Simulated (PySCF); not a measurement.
Coordinates in bohr (charge 0 multiplicity 1):
```
Se    0.0000    0.0000    0.0000
H     0.0000    0.0000    2.9414
H     0.0000    0.0000   -2.9414
H     2.9414    0.0000    0.0000
H     0.0000    2.9414    0.0000
H    -2.9414    0.0000    0.0000
H     0.0000   -2.9414    0.0000
```

Computed with PySCF, PBE0, basis Se def2-TZVP, H def2-TZVP (no relativity, density fitting).

This geometry of SeH₆ is a stationary point at this level.

(1) What is the point group?

(2) Is it a minimum?

(3) Give the ideal-gas entropy at 298.15 K and 1 bar by parts.

(4) What is the atomisation energy, with and without zero-point energy?

Answers

(1) Oh.

(2) Yes: all harmonic wavenumbers are real.

(3) translation 164.4, rotation 50.5, vibration 2.0, spin 0.0; total 216.9 J/(mol K).

(4) 1066 kJ/mol without, 936 kJ/mol with.
